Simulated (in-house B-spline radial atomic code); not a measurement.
**Ge4+: [He] 2s2 (2p3/2)4 3s2 3p6 3d10 4s2 (with a hole in an inner shell)**

Level of theory: Dirac-Hartree-Fock, average of the jj configuration, Fermi nucleus of rms radius 4.0742 fm; calculated with a B-spline radial code for spherical atoms.

Screening seen three ways: the hydrogenic charge with the same mean radius, Z_r = [3n² - l(l+1)]/(2<r>), the one with the same energy, Z_e = n√(-2ε), and Slater's rules. Values are occupation-weighted means over j.

| shell | electrons | ε (eV) | <r> (bohr) | Z_r | Z_e | Slater |
| --- | --- | --- | --- | --- | --- | --- |
| 1s | 2 | -11446 | 0.04688 | 32.00 | 29.00 | 31.70 |
| 2s | 2 | -1606.9 | 0.2054 | 29.21 | 21.74 | 28.55 |
| 2p | 4 | -1437.2 | 0.1798 | 27.80 | 20.56 | 28.55 |
| 3s | 2 | -285.37 | 0.5928 | 22.77 | 13.74 | 22.45 |
| 3p | 6 | -225.12 | 0.6047 | 20.67 | 12.20 | 22.45 |
| 3d | 10 | -125.08 | 0.6159 | 17.05 | 9.10 | 12.85 |
| 4s | 2 | -63.821 | 1.67 | 14.37 | 8.66 | 8.35 |

The least bound orbital is 4s1/2 at -63.82 eV, and it is also the most diffuse (<r> = 1.67 bohr). The part-filled 2p shell lies below the filled 4s shell in orbital energy.

For the 1s electron the small component carries 1.34 % of the norm, the zero-frequency Breit interaction raises the level by 14.76 eV, self-energy by 8.405 eV, and vacuum polarisation lowers it by 0.8105 eV.
